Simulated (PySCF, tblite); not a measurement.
Species: C₃H₁₂Si₃.
Bonds: C1–C2 (double), C2–Si3, Si3–C4, C4–Si5, C4–Si6. Hydrogens: H7, H8 on C1; H9 on C2; H10, H11 on Si3; H12 on C4; H13, H14, H15 on Si5; H16, H17, H18 on Si6.

Computed with GFN2-xTB (tblite), gas phase: nudged elastic band of 9 images (0 to 8), spring 0.2 eV/Å², climbing image at the end, force threshold 0.05 eV/Å. The top image wasn't refined or checked by frequencies; at this threshold it can lie a kcal/mol or more above the true saddle point of the method.

Path: rotation about Si3–C4 (SiH2 silicon, sp3 carbon bound to silicon), followed by the dihedral C2–Si3–C4–Si6.

Image 0 (start, dihedral 47°):
```
atom  x, y, z in Å
C1      3.212   -0.434   -0.283
C2      2.135   -0.285    0.471
Si3     0.741    0.937    0.146
C4     -0.827    0.009   -0.420
Si5    -2.303    1.191   -0.621
Si6    -1.241   -1.494    0.671
H7      3.986   -1.155   -0.065
H8      3.370    0.168   -1.164
H9      2.034   -0.919    1.345
H10     1.159    1.889   -0.892
H11     0.472    1.670    1.392
H12    -0.611   -0.388   -1.417
H13    -3.462    0.464   -1.148
H14    -1.962    2.264   -1.561
H15    -2.657    1.786    0.669
H16    -2.508   -2.100    0.246
H17    -0.192   -2.511    0.547
H18    -1.356   -1.087    2.073
```

Image 8 (end, -0.004 eV, dihedral 170°):
```
atom  x, y, z in Å
C1      2.835    0.930   -0.897
C2      2.243   -0.143   -0.398
Si3     0.878   -0.117    0.898
C4     -0.779   -0.596    0.083
Si5    -1.301    0.625   -1.281
Si6    -2.152   -0.882    1.367
H7      3.607    0.876   -1.651
H8      2.574    1.923   -0.569
H9      2.555   -1.112   -0.770
H10     0.784    1.218    1.499
H11     1.233   -1.095    1.940
H12    -0.616   -1.559   -0.413
H13    -2.520    0.143   -1.941
H14    -0.245    0.744   -2.292
H15    -1.563    1.945   -0.704
H16    -3.366   -1.370    0.706
H17    -1.720   -1.889    2.342
H18    -2.458    0.365    2.071
```

**Question.** What do the inner images look like?

**Answer.** 
Image 1: +0.004 eV, dihedral 63°
```
atom  x, y, z in Å
C1      3.246   -0.284   -0.440
C2      2.195   -0.330    0.364
Si3     0.730    0.850    0.292
C4     -0.818   -0.064   -0.347
Si5    -2.216    1.163   -0.745
Si6    -1.381   -1.467    0.807
H7      4.070   -0.980   -0.370
H8      3.336    0.465   -1.211
H9      2.163   -1.106    1.120
H10     1.063    1.965   -0.603
H11     0.485    1.375    1.642
H12    -0.540   -0.536   -1.294
H13    -3.360    0.470   -1.346
H14    -1.735    2.167   -1.698
H15    -2.649    1.851    0.472
H16    -2.650   -2.036    0.342
H17    -0.378   -2.538    0.835
H18    -1.570   -0.958    2.167
```

Image 2: +0.023 eV, dihedral 79°
```
atom  x, y, z in Å
C1      3.250   -0.130   -0.580
C2      2.247   -0.351    0.256
Si3     0.732    0.753    0.432
C4     -0.808   -0.132   -0.270
Si5    -2.113    1.123   -0.851
Si6    -1.523   -1.430    0.923
H7      4.106   -0.785   -0.658
H8      3.265    0.732   -1.229
H9      2.290   -1.235    0.881
H10     0.984    2.005   -0.294
H11     0.540    1.066    1.854
H12    -0.486   -0.676   -1.164
H13    -3.243    0.446   -1.494
H14    -1.512    2.033   -1.830
H15    -2.593    1.915    0.282
H16    -2.780   -1.974    0.400
H17    -0.575   -2.535    1.103
H18    -1.790   -0.820    2.228
```

Image 3: +0.049 eV, dihedral 94°
```
atom  x, y, z in Å
C1      3.231    0.037   -0.701
C2      2.287   -0.350    0.142
Si3     0.742    0.643    0.556
C4     -0.799   -0.206   -0.195
Si5    -1.992    1.071   -0.946
Si6    -1.665   -1.381    1.026
H7      4.107   -0.558   -0.918
H8      3.175    0.984   -1.215
H9      2.401   -1.313    0.627
H10     0.908    1.999    0.019
H11     0.627    0.737    2.018
H12    -0.455   -0.827   -1.029
H13    -3.119    0.414   -1.617
H14    -1.279    1.874   -1.942
H15    -2.492    1.965    0.099
H16    -2.914   -1.896    0.455
H17    -0.792   -2.516    1.342
H18    -1.980   -0.670    2.266
```

Image 4 (top): +0.065 eV, dihedral 109°
```
atom  x, y, z in Å
C1      3.190    0.214   -0.801
C2      2.311   -0.331    0.026
Si3     0.757    0.518    0.665
C4     -0.792   -0.287   -0.124
Si5    -1.856    1.004   -1.030
Si6    -1.802   -1.317    1.117
H7      4.072   -0.304   -1.146
H8      3.069    1.221   -1.170
H9      2.490   -1.347    0.360
H10     0.835    1.946    0.334
H11     0.738    0.390    2.129
H12    -0.444   -0.985   -0.892
H13    -2.987    0.374   -1.719
H14    -1.038    1.689   -2.035
H15    -2.351    1.999   -0.077
H16    -3.046   -1.798    0.508
H17    -1.018   -2.476    1.558
H18    -2.136   -0.504    2.287
```

Image 5: +0.062 eV, dihedral 124°
```
atom  x, y, z in Å
C1      3.126    0.397   -0.875
C2      2.318   -0.296   -0.089
Si3     0.777    0.381    0.755
C4     -0.787   -0.369   -0.058
Si5    -1.711    0.924   -1.104
Si6    -1.924   -1.236    1.196
H7      4.004   -0.031   -1.338
H8      2.950    1.439   -1.090
H9      2.551   -1.341    0.086
H10     0.774    1.844    0.639
H11     0.862    0.033    2.180
H12    -0.455   -1.144   -0.757
H13    -2.855    0.326   -1.799
H14    -0.804    1.479   -2.113
H15    -2.177    2.014   -0.245
H16    -3.168   -1.678    0.559
H17    -1.242   -2.411    1.750
H18    -2.249   -0.323    2.292
```

Image 6: +0.043 eV, dihedral 140°
```
atom  x, y, z in Å
C1      3.043    0.581   -0.920
C2      2.307   -0.249   -0.199
Si3     0.802    0.233    0.824
C4     -0.782   -0.453    0.000
Si5    -1.563    0.830   -1.169
Si6    -2.026   -1.139    1.264
H7      3.904    0.259   -1.489
H8      2.822    1.635   -0.970
H9      2.584   -1.298   -0.192
H10     0.734    1.694    0.930
H11     0.989   -0.325    2.172
H12    -0.485   -1.298   -0.629
H13    -2.728    0.269   -1.861
H14    -0.584    1.240   -2.179
H15    -1.976    2.010   -0.405
H16    -3.275   -1.535    0.607
H17    -1.455   -2.318    1.922
H18    -2.318   -0.130    2.283
```

Image 7: +0.016 eV, dihedral 155°
```
atom  x, y, z in Å
C1      2.944    0.767   -0.930
C2      2.280   -0.191   -0.303
Si3     0.833    0.073    0.872
C4     -0.780   -0.536    0.050
Si5    -1.421    0.720   -1.229
Si6    -2.105   -1.024    1.323
H7      3.773    0.568   -1.594
H8      2.691    1.808   -0.802
H9      2.587   -1.217   -0.476
H10     0.722    1.498    1.204
H11     1.116   -0.683    2.102
H12    -0.536   -1.446   -0.508
H13    -2.613    0.203   -1.909
H14    -0.390    0.968   -2.241
H15    -1.751    1.982   -0.564
H16    -3.365   -1.366    0.655
H17    -1.652   -2.195    2.080
H18    -2.341    0.076    2.258
```

The largest changes of bonds and angles from start to top: Si3–C4 1.908 → 1.916 Å, Si3–H10 1.470 → 1.468 Å, C4–Si5–H13 110.1 → 111.3°, C4–Si3–H10 109.8 → 111.0°, C4–Si3–H11 110.1 → 111.3°. GFN2-xTB torsional profiles can miss by a kcal/mol or more and can put conformers in the wrong order.

**Question.** What do single points at PBE0/pcSseg-1 (PySCF, no dispersion term) give on some images?

**Answer.** 
```
image  GFN2-xTB E (eV)  DFT E (eV)  HOMO (eV)  LUMO (eV)  dipole (D)
    0            0.000       0.000      -7.96      -0.51        0.98
    2            0.023       0.010      -7.94      -0.51        1.04
    4            0.065       0.038      -7.94      -0.49        1.06
    6            0.043       0.021      -7.95      -0.48        1.01
    8           -0.004       0.002      -7.95      -0.50        0.92
```

Energies count from image 0 at each level. At the GFN2-xTB top the DFT energy is 0.9 kcal/mol against 1.5; the geometries weren't optimised at the DFT level.

What follows is the cost of the whole band run. On one thread of an Arm Neoverse V2, no GPU (shared host), this took 2.8 s of wall time.
